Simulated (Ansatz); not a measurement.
A structure relaxed at r2SCAN-D4/def2-TZVP in Ansatz, charge 1, doublet:

```xyz
4

Nb   -0.658   -1.123   -0.798
Nb    0.100   -0.263    1.500
O     0.713    1.185    0.965
O    -0.155    0.201   -1.667
```

Question: Give its formula and point group.

Answer: Nb2O2⁺. Point group C2v (tolerance 0.1 Å).

Question: Summarise the bond lengths by kind (pairs closer than 1.2 times the sum of covalent radii, bridged metal pairs left out).

Answer: 2 × Nb–O 1.66 Å; 1 × Nb–Nb 2.57 Å.

In the def2 sets Nb takes a core potential; there is no spin–orbit coupling. The structure comes from a short search, and lower isomers may exist.
